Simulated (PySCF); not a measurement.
C5H6F2.
SMILES with atom numbers: `[F:1][CH:2]=[C:3]1[CH2:4][CH:5]([F:6])[CH2:7]1` (hydrogens: H8 on C2; H9, H10 on C4; H11 on C5; H12, H13 on C7)

Method: PySCF 2.14.0, PBE0-D3(BJ)/def2-SVP geometry optimisation, gas phase; density fitting, grid level 1; the optimiser is geomeTRIC in internal coordinates, started from a GFN2-xTB structure with every atom displaced at random (about 0.01 Å).

The end geometry, which sets the zero of energy:
```
atom  x, y, z in Å
F1      2.0592    0.5044    1.9887
C2      1.7738   -0.1722    0.8752
C3      0.6515    0.0326    0.2004
C4     -0.5803    0.8580    0.4703
C5     -1.3299   -0.1487   -0.4191
F6     -2.2113    0.3710   -1.3201
C7      0.0120   -0.6438   -0.9864
H8      2.5477   -0.8942    0.5989
H9     -0.5395    1.8404   -0.0298
H10    -0.9063    0.9929    1.5115
H11    -1.8471   -0.9230    0.1709
H12     0.2261   -0.1089   -1.9275
H13     0.1583   -1.7230   -1.1387
```

Question: These geometries come from the run, each turned onto the end geometry. Order them by energy, lowest first.
A.
```
atom  x, y, z in Å
F1      2.0863    0.5760    1.9364
C2      1.8249   -0.0918    0.8106
C3      0.6534    0.0268    0.2017
C4     -0.5962    0.8082    0.5246
C5     -1.3427   -0.1108   -0.4604
F6     -2.0607    0.5436   -1.4218
C7     -0.0043   -0.7033   -0.9454
H8      2.6303   -0.7664    0.5044
H9     -0.5809    1.8454    0.1515
H10    -0.9273    0.8114    1.5740
H11    -2.0075   -0.8450    0.0220
H12     0.2586   -0.3076   -1.9399
H13     0.0801   -1.8011   -0.9634
```
B.
```
atom  x, y, z in Å
F1      2.1063    0.5749    1.9364
C2      1.7977   -0.1439    0.8560
C3      0.6369   -0.0025    0.2313
C4     -0.5926    0.8271    0.4974
C5     -1.3425   -0.1327   -0.4417
F6     -2.1547    0.4471   -1.3725
C7      0.0017   -0.6744   -0.9623
H8      2.5880   -0.8404    0.5613
H9     -0.5288    1.8317    0.0469
H10    -0.9441    0.9186    1.5355
H11    -1.9261   -0.8924    0.1038
H12     0.2609   -0.1665   -1.9066
H13     0.1115   -1.7611   -1.0913
```
C.
```
atom  x, y, z in Å
F1      2.2491    0.6083    1.9043
C2      1.7998   -0.0878    0.8563
C3      0.6433    0.0234    0.2133
C4     -0.6160    0.7953    0.5271
C5     -1.3518   -0.1090   -0.4773
F6     -2.0430    0.5619   -1.4453
C7     -0.0059   -0.6987   -0.9427
H8      2.5881   -0.7647    0.5164
H9     -0.5995    1.8393    0.1734
H10    -0.9594    0.7781    1.5722
H11    -2.0312   -0.8447   -0.0172
H12     0.2610   -0.3196   -1.9425
H13     0.0797   -1.7964   -0.9435
```
D.
```
atom  x, y, z in Å
F1      2.0547    0.5085    1.9904
C2      1.7770   -0.1655    0.8720
C3      0.6493    0.0249    0.2021
C4     -0.5817    0.8537    0.4745
C5     -1.3316   -0.1439   -0.4236
F6     -2.2130    0.3786   -1.3218
C7      0.0081   -0.6467   -0.9877
H8      2.5581   -0.8792    0.5937
H9     -0.5261    1.8386   -0.0193
H10    -0.9124    0.9866    1.5145
H11    -1.8473   -0.9205    0.1652
H12     0.2352   -0.1213   -1.9311
H13     0.1439   -1.7285   -1.1347
```
E.
```
atom  x, y, z in Å
F1      2.1266    0.6089    1.9096
C2      1.8142   -0.1118    0.8307
C3      0.6450    0.0146    0.2182
C4     -0.6007    0.8065    0.5228
C5     -1.3447   -0.1155   -0.4600
F6     -2.0750    0.5309   -1.4173
C7     -0.0022   -0.6964   -0.9468
H8      2.6119   -0.7945    0.5237
H9     -0.5707    1.8392    0.1381
H10    -0.9432    0.8236    1.5682
H11    -1.9994   -0.8555    0.0281
H12     0.2645   -0.2726   -1.9290
H13     0.0878   -1.7922   -0.9920
```

Answer: D (0.003 eV), B (0.008 eV), E (0.017 eV), A (0.031 eV), C (0.104 eV).

In the order of the answer:

| step | E above end (eV) | largest force (eV/Å) | rms force component (eV/Å) | rms distance from end (Å) | rms bond change (Å) | bond most changed (Å) |
| --- | --- | --- | --- | --- | --- | --- |
| 11 | 0.003 | 0.08 | 0.025 | 0.011 | 0.001 | C3–C4 +0.002 |
| 8 | 0.008 | 0.14 | 0.031 | 0.075 | 0.001 | C3–C7 +0.002 |
| 6 | 0.017 | 0.09 | 0.025 | 0.148 | 0.001 | C5–F6 +0.003 |
| 4 | 0.031 | 0.30 | 0.065 | 0.162 | 0.002 | C5–F6 +0.003 |
| 2 | 0.104 | 1.26 | 0.305 | 0.187 | 0.002 | C3–C4 +0.003 |

What follows is the cost of the whole optimisation. On one thread, Arm Neoverse V1 (aarch64), no GPU (shared host), this took 1.8 min of wall time and 0.50 GiB of memory at its peak.
